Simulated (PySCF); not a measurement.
Species: C7H16FNSi.
Atom-mapped SMILES: `[CH3:1][CH:2]([CH3:3])[Si@@:4]1([CH3:5])[NH:6][CH2:7][CH2:8][C@H:9]1[F:10]` (hydrogens: H11, H12, H13 on C1; H14 on C2; H15, H16, H17 on C3; H18, H19, H20 on C5; H21 on N6; H22, H23 on C7; H24, H25 on C8; H26 on C9)

Structure used (PBE0-D3(BJ)/def2-SVP), in Å, numbered top down from 1:
```xyz
26
C7H16FNSi angstrom
C     -2.1316   -0.0746   -0.8929
C     -1.5164   -0.1405    0.5038
C     -2.3497    0.6093    1.5402
Si     0.2882    0.4229    0.4866
C      0.4366    2.2227   -0.0278
N      1.1875    0.0546    1.9343
C      2.1650   -1.0071    1.7752
C      2.5814   -0.9917    0.3033
C      1.3454   -0.7904   -0.5577
F      0.6444   -1.9991   -0.6474
H     -3.1682   -0.4527   -0.8917
H     -2.1674    0.9591   -1.2760
H     -1.5592   -0.6834   -1.6105
H     -1.4547   -1.2032    0.7995
H     -2.4199    1.6849    1.3049
H     -1.9259    0.5191    2.5537
H     -3.3822    0.2211    1.5826
H     -0.0288    2.4068   -1.0090
H     -0.0519    2.8864    0.7035
H      1.4963    2.5154   -0.0843
H      0.8857    0.2430    2.8812
H      3.0464   -0.8443    2.4208
H      1.7615   -2.0075    2.0325
H      3.1179   -1.9098    0.0130
H      3.2588   -0.1380    0.1280
H      1.6084   -0.4849   -1.5834
```

Computed with PySCF at PBE0/pcSseg-1, non-relativistic, on one gas-phase PBE0-D3(BJ)/def2-SVP geometry that isn't relaxed in the solvent. The solvent is an IEF-PCM continuum (Bondi radii, 1.10 Å for H, scaled by 1.2). Specific hydrogen bonds and non-electrostatic terms are outside this model.

| run | E − E(gas) (kJ/mol) | HOMO (eV) | HOMO–LUMO gap (eV) | dipole (D) |
| --- | --- | --- | --- | --- |
| gas | 0.00 | -6.38 | 7.42 | 1.58 |
| P | -17.39 | -6.30 | 7.55 | 2.12 |
| Q | -13.93 | -6.30 | 7.52 | 2.00 |

Problem. The runs were made in tetrahydrofuran and water. Which run belongs to which solvent?

Solution. P = water, Q = tetrahydrofuran. The dielectric constants are 7.426 (tetrahydrofuran), 78.36 (water), and the energy falls further as ε rises. In this model the ground state sees the solvent through ε alone.

Problem. How constant is the ratio of the lowering to (ε − 1)/(2ε + 1)?

Solution. 
```csv
solvent,(ε − 1)/(2ε + 1),E − E(gas) (kJ/mol),ratio (kJ/mol),polarisation term (kJ/mol)
tetrahydrofuran,0.405,-13.93,-34.4,-15.14
water,0.490,-17.39,-35.5,-19.37
```

The ratio changes by +3.2 % in size from tetrahydrofuran to water. The polarisation term is half the interaction of the solute with the induced surface charges.

On one thread of an Arm Neoverse N1, shared host, this took 2.1 min and 1.4 GiB of memory at its peak. This is the whole shielding run at PBE0/pcSseg-1 in water, SCF included.
